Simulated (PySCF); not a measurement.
PySCF input for C₂H₆GeO₃, SMILES C[C](=O)[GeH]([OH])[OH], IEF-PCM-B3LYP/def2-SVP. Geometry: PBE0-D3(BJ)/def2-SVP. The structure was generated by enumeration, and PubChem lists no compound with its InChIKey, so it may never have been made. Other conformers were not sampled.

```python
import numpy as np
from pyscf import gto, scf, dft
from pyscf.solvent import pcm

mol = gto.M(
    atom='''
    C     2.20721876   -0.75432135    0.31991239
    C     1.31674806    0.15226176   -0.47441763
    O     1.71305809    0.94581144   -1.29285756
    Ge   -0.65084856    0.06678446   -0.13157621
    O    -1.11037680    1.10211639    1.24275352
    O    -0.95569923   -1.58949907    0.42416069
    H     1.84907643   -1.79270668    0.24118977
    H     3.24956241   -0.66339798   -0.01603761
    H     2.12890715   -0.48279252    1.38624839
    H    -1.47858491    0.46455162   -1.37139018
    H    -1.46956650    1.95450926    0.97515811
    H    -1.77189839   -1.67233926    0.92984853
    ''',
    basis='def2-SVP',
    charge=0,
    spin=0,
    max_memory=1600,
    verbose=3,
)
mf = dft.RKS(mol, xc='b3lyp').density_fit(auxbasis='def2-universal-jkfit')
mf.grids.level = 3
mf.conv_tol = 1e-9
mf.max_cycle = 100
mf.kernel()
res = {}
for name, eps in {'water': 78.355, 'chloroform': 4.7113, 'benzene': 2.2706}.items():
    s = mf.PCM()
    s.with_solvent.method, s.with_solvent.eps, s.with_solvent.lebedev_order = 'IEF-PCM', eps, 17
    s.kernel(mf.make_rdm1())
    res[name] = (s.e_tot, eps, s.dip_moment(), s.mo_energy, s.converged)
    print(f'{name}: electrostatic solvation free energy {(s.e_tot - mf.e_tot) * 627.509474:.3f} kcal/mol')
```

Program output:

```
converged SCF energy = -2382.08067345032

WARN: PCM is an experimental feature. It is still in testing.
Features and APIs may be changed in the future.

converged SCF energy = -2382.09459028565
Dipole moment(X, Y, Z, Debye): -1.91227, -0.13183,  1.08603
water: electrostatic solvation free energy -8.733 kcal/mol

WARN: PCM is an experimental feature. It is still in testing.
Features and APIs may be changed in the future.

converged SCF energy = -2382.09060165438
Dipole moment(X, Y, Z, Debye): -1.78776, -0.13539,  1.02831
chloroform: electrostatic solvation free energy -6.230 kcal/mol

WARN: PCM is an experimental feature. It is still in testing.
Features and APIs may be changed in the future.

converged SCF energy = -2382.0869704178
Dipole moment(X, Y, Z, Debye): -1.68180, -0.12864,  0.96978
benzene: electrostatic solvation free energy -3.951 kcal/mol
```

Self-consistency was reached.
